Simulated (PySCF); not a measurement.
Rotational lines of TlH

Lines J+1 ← J of the vibrational ground state, computed from PBE0 constants of TlH, ¹Σ⁺ (singlet), closed shell (basis Tl cc-pVTZ-PP with ECP60, H cc-pVTZ; scalar-relativistic core potentials; PySCF 2.14; masses 204.9744 and 1.0078 u), in MHz:

```json
{"J": "5", "ν (MHz)": "1632035"}
{"J": "6", "ν (MHz)": "1901792"}
{"J": "7", "ν (MHz)": "2170513"}
{"J": "8", "ν (MHz)": "2438047"}
{"J": "9", "ν (MHz)": "2704248"}
```

**Question.** Find B0 and the effective bond length r0; with αe = 0.125 cm⁻¹, find Re.

**Answer.** ν = 2B0(J+1) − 4D(J+1)³ gives B0 = 4.5514 cm⁻¹. With the reduced mass μred = 1.0029 u, r0 = √(16.8576/(μred·B0)) (u, cm⁻¹, Å) = 1.9218 Å. Be = B0 + αe/2 = 4.6139 cm⁻¹ gives Re = 1.909 Å.

Spin–orbit coupling is left out, which matters for elements this heavy, above all for dissociation energies.
